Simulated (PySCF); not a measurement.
Electron correlation in C⁺ (carbon, charge +1)

[He] 2s1 2p2, high-spin 4P determinant (an excited configuration). Computed with PySCF 2.14 in dyall-av3z (15s9p3d2f, 71 functions), with scalar relativity by spin-free X2C-1e. Frozen: 1s2; 3 electrons correlated; the 13 highest virtual orbitals of each spin left out.

```json
{"level": "CCSD", "correlation energy (mhartree)": "-16.21"}
{"level": "(T)", "correlation energy (mhartree)": "-0.06"}
{"level": "CCSD(T)", "correlation energy (mhartree)": "-16.27"}
```

Diagnostics: T1 = 0.0018, D1 = 0.0026, largest double amplitude 0.023.

Problem. Is a single reference adequate?

Solution. Yes: T1 lies below 0.03 and no double amplitude reaches 0.07.
